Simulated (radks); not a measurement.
Q: The mean radii <r> (bohr) of the occupied orbitals of an atom or ion are listed with their occupations. All-electron calculation, Dirac Kohn-Sham, BLYP, spin-unpolarised, spherical densities, point nucleus. Program: a radial shooting solver on a logarithmic mesh with Libxc functionals.

orbital  occ.      <r>
1s1/2       2  0.01686
2s1/2       2  0.07044
2p1/2       2  0.05798
2p3/2       4  0.06653
3s1/2       2   0.1833
3p1/2       2   0.1736
3p3/2       4   0.1893
3d3/2       4   0.1648
3d5/2       6   0.1696
4s1/2       2   0.4069
4p1/2       2   0.4094
4p3/2       4   0.4435
4d3/2       4   0.4520
4d5/2       6   0.4632
5s1/2       2   0.9277
4f5/2       6   0.4954
4f7/2       8   0.5024
5p1/2       2    1.004
5p3/2       4    1.104
5d3/2       4    1.541
5d5/2       6    1.613

Name the element and its charge. Open shells, if any, fill j = l - 1/2 first.

A: Z = 79, gold, charge +1: Au+ in [Xe] 4f14 5d10. The 1s radius gives Z: for a bare nucleus <r> = (2 gamma + 1)/(2Z) with gamma = sqrt(1 - (Z/c)^2), 0.01667 bohr for Z = 79, and screening makes it slightly larger (0.01686 here). The occupations add up to 78, and the charge is Z minus that.
